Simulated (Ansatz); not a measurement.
```yaml
crystal:
  periodic: [false, false, false]
  atoms:
    - {symbol: F, position_ang: [-0.355505, 3.169110, 0.016837]}
    - {symbol: C, position_ang: [-1.337321, 2.308480, -0.237179]}
    - {symbol: F, position_ang: [-2.303631, 2.498844, 0.652973]}
    - {symbol: F, position_ang: [-1.815767, 2.562631, -1.449103]}
    - {symbol: C, position_ang: [-0.853110, 0.850754, -0.169205]}
    - {symbol: C, position_ang: [0.476238, 0.586676, 0.131686]}
    - {symbol: C, position_ang: [0.964804, -0.710824, 0.204481]}
    - {symbol: C, position_ang: [2.447334, -0.942345, 0.539933]}
    - {symbol: F, position_ang: [2.545312, -1.666616, 1.648181]}
    - {symbol: F, position_ang: [3.097874, 0.202708, 0.726486]}
    - {symbol: F, position_ang: [3.031366, -1.600263, -0.454257]}
    - {symbol: O, position_ang: [0.329974, -1.785136, 0.023778]}
    - {symbol: Ga, position_ang: [-1.524176, -1.870989, -0.406673]}
    - {symbol: F, position_ang: [-2.390573, -2.559936, 0.930670]}
    - {symbol: F, position_ang: [-1.708501, -2.472473, -2.024742]}
    - {symbol: O, position_ang: [-1.769927, 0.018520, -0.407286]}
    - {symbol: H, position_ang: [1.146507, 1.410459, 0.313619]}
basis:
  gaussian: {orbitals: 6-31G}
total_charge: 1
magnetization: {spin_polarized: true, initial_magnetization: 9}
hamiltonian: {xc: {name: wB97M-V}}
output: {forces: true}
```

```sh
$ ansatz run in.yaml --threads 11 --pin off --events-out ev --progress --plain --max-ram 174080MiB --backend cpu
```

Output, abridged:

```
Functional definition: wB97M-V
1679 factors; integrals over basis functions are off by at most 2.6e-4 eV
615 factors; integrals over basis functions are off by at most 2.1e-6 eV
mean field evaluation 1: about -83310.8757 eV, gradient 6.9e1 eV
mean field evaluation 2: about -82570.0169 eV, gradient 3.0e2 eV
mean field evaluation 4: about -83305.0007 eV, gradient 8.4e1 eV
mean field evaluation 8: about -83339.1102 eV, gradient 2.1e1 eV
mean field evaluation 16: about -83341.7746 eV, gradient 1.9e-1 eV
mean field evaluation 32: about -83344.7985 eV, gradient 6.2e-2 eV
mean field evaluation 64: about -83344.7761 eV, gradient 3.9e-1 eV
mean field -83344.79876524 eV, -3062.8648614890 hartree, gradient 3.8e-7 eV, S^2 24.765465; 6 other end points of the search recorded, 0 dependent functions left out
reference -83344.79882470 eV, -3062.8648636739 hartree; 79, 70 occupied and 87, 96 virtual orbitals, 1679 factors
Total energy: -83344.79882470 eV, -3062.8648636739 hartree
Atom 0 at    -0.355505     3.169110     0.016837 Å, force     1.965811     0.809575     0.480858 eV/Å
Atom 1 at    -1.337321     2.308480    -0.237179 Å, force     0.468467    -0.536614     0.091919 eV/Å
Atom 2 at    -2.303631     2.498844     0.652973 Å, force    -1.851228     0.128464     1.700912 eV/Å
Atom 3 at    -1.815767     2.562631    -1.449103 Å, force    -0.916895     0.252878    -2.333541 eV/Å
Atom 4 at    -0.853110     0.850754    -0.169205 Å, force    -4.200690     5.517942    -0.813032 eV/Å
Atom 5 at     0.476238     0.586676     0.131686 Å, force     3.551157     4.363120     0.964808 eV/Å
Atom 6 at     0.964804    -0.710824     0.204481 Å, force     6.030947    -3.270208     1.294497 eV/Å
Atom 7 at     2.447334    -0.942345     0.539933 Å, force    -0.596845     0.377388    -0.126406 eV/Å
Atom 8 at     2.545312    -1.666616     1.648181 Å, force    -0.038964    -1.428373     2.071340 eV/Å
Atom 9 at     3.097874     0.202708     0.726486 Å, force     0.427277     2.130843     0.165875 eV/Å
Atom 10 at     3.031366    -1.600263    -0.454257 Å, force     0.895180    -1.302039    -1.961310 eV/Å
Atom 11 at     0.329974    -1.785136     0.023778 Å, force     0.408467    -0.529025     0.073881 eV/Å
Atom 12 at    -1.524176    -1.870989    -0.406673 Å, force    -0.385284    -0.474510    -0.106932 eV/Å
Atom 13 at    -2.390573    -2.559936     0.930670 Å, force    -4.454205    -3.490114     7.089204 eV/Å
Atom 14 at    -1.708501    -2.472473    -2.024742 Å, force    -0.853850    -3.028289    -8.506011 eV/Å
Atom 15 at    -1.769927     0.018520    -0.407286 Å, force    -0.578499     0.319067    -0.124972 eV/Å
Atom 16 at     1.146507     1.410459     0.313619 Å, force     0.129155     0.159895     0.038910 eV/Å
Dipole moment:    -0.134572    -0.165085    -0.035471 e Å
```

Task: What is wrong with this run?

Result: The spin is set far too high for this molecule. Self-consistency was reached. The result belongs to that input, not to the molecule as meant.
